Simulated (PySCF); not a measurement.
**`C=N[Si@](C)(N)CC`, C₄H₁₂N₂Si**

Geometry:
```csv
atom,x (Å),y (Å),z (Å)
C1,1.634,-2.407,0.674
N2,0.723,-1.605,0.958
Si3,0.268,-0.040,0.339
C4,1.468,0.711,-0.934
N5,0.181,1.089,1.650
C6,-1.492,-0.291,-0.337
C7,-2.131,1.005,-0.816
H8,2.380,-2.259,-0.115
H9,1.719,-3.337,1.233
H10,2.495,0.620,-0.592
H11,1.399,0.205,-1.892
H12,1.271,1.765,-1.099
H13,-0.506,0.911,2.366
H14,1.043,1.380,2.082
H15,-2.112,-0.730,0.443
H16,-1.478,-1.008,-1.159
H17,-3.147,0.832,-1.169
H18,-1.557,1.437,-1.632
H19,-2.168,1.730,-0.007
```

Computed with PySCF, GIAO B3LYP/pcSseg-1 magnetisability, rotational g tensor and spin-rotation constants, non-relativistic, gas phase. Geometry: GFN2-xTB.

(1) Give the nuclear spin-rotation constants along the inertial axes (H = +C I·J) beside the isotropic shieldings.

(2) How do the rotational constants and the g tensor change when H8, H9, H10, H11, H12, H13, H14, H15, H16, H17, H18, H19 are replaced by deuterium?

## Answers

(1) Rotational constants 2.8011, 1.4265, 1.3463 GHz. A star marks the isotopologue with that one atom substituted, in its own axes.
```csv
atom,isotope,Caa (kHz),Cbb (kHz),Ccc (kHz),mean (kHz),σ (ppm)
N2,14N,1.034,0.172,0.258,0.488,-189.2
N5,14N,0.124,0.060,0.042,0.075,238.3
H8,1H,-0.183,-0.076,0.066,-0.064,23.3
H9,1H,0.076,-0.044,-0.091,-0.020,23.5
H10,1H,-0.104,-0.099,-0.157,-0.120,31.9
H11,1H,-0.346,-0.128,-0.018,-0.164,32.1
H12,1H,-0.114,-0.084,-0.157,-0.118,31.5
H13,1H,-0.342,-0.134,-0.020,-0.165,31.2
H14,1H,-0.256,-0.045,-0.152,-0.151,31.4
H15,1H,-0.311,-0.087,-0.039,-0.145,30.9
H16,1H,-0.305,-0.092,-0.050,-0.149,31.4
H17,1H,-0.136,-0.052,-0.144,-0.111,30.5
H18,1H,-0.296,-0.106,-0.027,-0.143,31.0
H19,1H,-0.264,-0.099,-0.036,-0.133,30.5
C1,13C*,1.151,0.429,0.527,0.703,17.8
Si3,29Si*,-1.792,-0.932,-0.836,-1.186,347.4
C4,13C*,0.324,0.158,0.137,0.206,190.4
C6,13C*,0.391,0.209,0.189,0.263,169.1
C7,13C*,0.386,0.193,0.184,0.254,171.9
```
For the geometry as given, no vibrational averaging.

(2) Constants 2.2305, 1.1792, 1.1194 GHz; g -0.0179, -0.0050, -0.0072, against -0.0223, -0.0061, -0.0088 before.
